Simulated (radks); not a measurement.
The numbers below are computed, except where a source is named.
Initial-state core-level shifts of neutral nickel when its valence configuration changes from [Ar] 3d8 4s2. Code: a radial shooting solver on a logarithmic mesh with Libxc functionals. Model: scalar-relativistic Kohn-Sham, r2SCAN, spin-polarised, spherical densities, finite nucleus; open shells are filled with parallel spins first; meta-GGA in the generalised Kohn-Sham scheme; Fermi nuclear charge, rms radius 3.7757 fm. Shifts are changes of the shell-averaged eigenvalues in eV (positive: less bound); the change of the density at the nucleus, which sets a Mossbauer isomer shift, is in e/bohr^3, on a base of 1.977e+04.

valence               2s       2p       3s       3p  density at nucleus
3d7 4s2 4p1       -9.031   -8.980   -8.083   -7.881              +5.917
3d9 4s1           +5.801   +5.755   +5.299   +5.151              -9.633
3d8 4s1 4p1       -1.402   -1.406   -1.492   -1.495              -6.683
3d6 4s2 4p2      -19.108  -19.001  -16.532  -16.076             +13.001
3d9 4p1           +3.912   +3.856   +3.251   +3.083             -16.029
3d8 4s1.5 4p0.5   -0.840   -0.843   -0.885   -0.887              -3.294
3d7 4s1.5 4p1.5   -9.604   -9.554   -8.675   -8.469              +1.755
3d8.5 4s1.5       +3.078   +3.054   +2.778   +2.697              -5.267
3d10              +9.338   +9.258   +8.661   +8.421             -16.451
